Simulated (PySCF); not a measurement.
**C5H6N2: core ionisation energies**

C5H6N2.
Bonds: N1–C2, C2–C3 (aromatic), C3–C4 (aromatic), C4–C5 (aromatic), C5–C6 (aromatic), C6–N7 (aromatic), C2–N7 (aromatic). Hydrogens: H8, H9 on N1; H10 on C3; H11 on C4; H12 on C5; H13 on C6.

Method: delta-SCF UKS SCAN, pcX-2 on the ionised atom, pcseg-1 elsewhere, spin-free X2C in PySCF 2.14.0. Binding energies are ΔSCF values: E(core-ionised, relaxed orbitals) − E(ground state) at a fixed geometry, referred to the vacuum level.

**Question.** List the computed XPS lines with their assignment.

**Answer.** 
| atom(s) | bonded to | level | binding energy (eV) | above the level's lowest (eV) | count |
| --- | --- | --- | --- | --- | --- |
| N1 | C and 2 H | N 1s | 405.43 | +1.42 | 1 |
| N7 | 2 C (aromatic in the SMILES) | N 1s | 404.01 | 0.00 | 1 |
| C2 | N (aromatic in the SMILES), N and C (aromatic in the SMILES) | C 1s | 292.22 | +2.38 | 1 |
| C6 | N (aromatic in the SMILES), C (aromatic in the SMILES) and H | C 1s | 290.91 | +1.07 | 1 |
| C4 | 2 C (aromatic in the SMILES) and H | C 1s | 290.57 | +0.73 | 1 |
| C3 | 2 C (aromatic in the SMILES) and H | C 1s | 290.07 | +0.23 | 1 |
| C5 | 2 C (aromatic in the SMILES) and H | C 1s | 289.84 | 0.00 | 1 |

The listed C 1s values span 2.38 eV, from C5 (bonded to 2 C (aromatic in the SMILES) and H) to C2 (bonded to N (aromatic in the SMILES), N and C (aromatic in the SMILES)). Summing the Pauling electronegativity differences to the bonded atoms, each weighted by its formal bond order, gives -0.35 for the lowest site and +1.23 for the highest; no listed site has a larger sum than the highest.

The listed N 1s values span 1.42 eV, from N7 (bonded to 2 C (aromatic in the SMILES)) to N1 (bonded to C and 2 H).

**Question.** What is the C 1s shift of C3 against C2?

**Answer.** 290.07 − 292.22 = -2.15 eV, or -207 kJ/mol.

**Question.** What is the longest wavelength that can ionise C 1s of C6 vertically?

**Answer.** λ = hc/E = 12398.42 eV Å / 290.91 eV = 42.619 Å.

The unrestricted hole states depart most from a pure doublet (⟨S²⟩ = 0.75; over 0.85 named) for C 1s of C2 (0.87), which makes this value less certain. Isolated species at its GFN2-xTB geometry, gas phase.

Conformer computed: `[NH2:1][c:2]1[cH:3][cH:4][cH:5][cH:6][n:7]1`: H–N1–C2–C3 -169°, H–N1–C2–C3 -22°.
